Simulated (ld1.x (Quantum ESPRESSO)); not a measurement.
Pd: one change to an RRKJ potential, before and after

* Element: Pd
* Generator: ld1.x (Quantum ESPRESSO) 7.5
* Type: norm-conserving RRKJ (Kleinman–Bylander form)
* Functional: Wu–Cohen
* Relativity: scalar-relativistic
* Frozen core: [Ar] 3d10 4s2
* Valence charge: 16
* Reference configuration: 4p6 4d10 5s0
* Partial waves: 4p (bound): rc 1.20 bohr; 4d (bound): rc 1.45 bohr; 5s (bound, empty): rc 2.75 bohr
* Local potential: the s channel
* Core correction: none
* rho0: 0.001

All-electron outer shells of the reference configuration (Wu–Cohen, scalar-relativistic, ld1.x):

```csv
shell,level (eV),outermost node (bohr),outermost maximum (bohr)
4s,-85.28,0.45,0.85
4p,-51.16,0.46,0.91
4d,-4.04,0.45,1.10
5s,-3.27,1.15,2.64
```

Change: wave 4p (bound): rc 1.20 bohr becomes 4p (bound): rc 1.08 bohr.

Cutoffs: the cutoffs (Ry, on a coarse ladder) from which the occupation-weighted sum of valence levels, in a spherical-Bessel basis at the reference potential, stays within 10 and 1 mRy of its value at 400 Ry; they do not see the model core or the augmentation charge, which bear on the density cutoff. Errors are all-electron minus pseudo energies relative to the spin-unpolarised reference configuration.

What does the change do?

The potential gets harder (100 Ry and 160 Ry → 120 Ry and 200 Ry); the number of tests that count goes from 7 to 3; the errors of the 3 common tests hardly move; neither file shows a bound ghost at the reference potential, the only one tested. A smaller radius makes the pseudo-wave follow the all-electron one further in, where it bends more sharply, so more plane waves are needed.

```tsv
quantity	base	changed
cutoff, loose	100 Ry	120 Ry
cutoff, tight	160 Ry	200 Ry
loose cutoff by channel (10 mRy a level)	p 90 Ry, d 50 Ry	p 100 Ry, d 50 Ry
bound ghosts	none	none
tests counted (converged, no solver errors)	7 of 7	3 of 7
error for 4p6 4d8 5s0, meV [ΔE 29.95 eV]	-272	-273
error for 4p6 4d9 5s1, meV [ΔE 1.53 eV]	-58	-59
error for 4p6 4d9.5 5s0, meV [ΔE 3.23 eV]	-8.5	-8.5
s: phases at 3.01 bohr within 0.05 rad from the reference energy up to (Ry; the scan ends near 5)	2.0	2.0
p: phases at 3.01 bohr within 0.05 rad from the reference energy up to (Ry; the scan ends near 5)	-0.5	-0.5
d: phases at 3.01 bohr within 0.05 rad from the reference energy up to (Ry; the scan ends near 5)	0.9	0.9
```

Base: ld1.x printed “convergence not achieved” for 1 of the counted tests; its residual had stalled under 1e-8, short of the target of 1e-14. Changed file: Tests not counted: 4p6 4d9 5s0 (solver errors, printed error -2186 eV); 4p6 4d7 5s0 (solver errors, printed error -1844 eV); 4p6 4d6 5s0 (solver errors, printed error -1637 eV); 4p6 4d8 5s1 (solver errors, printed error -2015 eV).
